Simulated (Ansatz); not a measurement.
Molecule: CsF, charge 0, multiplicity 1. SMILES: [Cs][F]
Geometry: optimised at B3LYP-D3(BJ)/def2-TZVP (Ansatz, a program for electronic structure).

Wanted: vertical electron affinity (to the doublet state of charge -1; a negative value means that the extra electron is unbound and the number depends on the basis; each state is the SCF solution reached for its spin), in eV. Valence correlation only, unless marked. Open shells are spin-unrestricted. Spin-orbit coupling is left out. Frozen are the shells of the preceding noble gas and the d and f shells that filled before the atom's block. The outer core of K, Ca and their heavier congeners is not correlated, a term that matters for these elements. Past Kr the def2 sets carry scalar-relativistic core potentials. Anions need diffuse functions: def2-D sets add few. CBS marks a two-point X^-3 extrapolation of the correlation energy; Hartree-Fock from the larger set.

| level | program | vertical electron affinity (eV) |
|---|---|---|
| PBE0/def2-TZVPD | Ansatz | 0.24 |
| wB97X-V/def2-TZVPD | Ansatz | 0.10 |
| CCSD/def2-TZVPPD | Ansatz | 0.05 |
| CCSD/def2-QZVPPD | Ansatz | 0.10 |
| CCSD/CBS(def2-TZVPPD,def2-QZVPPD) | Ansatz | 0.10 |
| CCSD(T)/def2-TZVPPD | Ansatz | 0.06 |
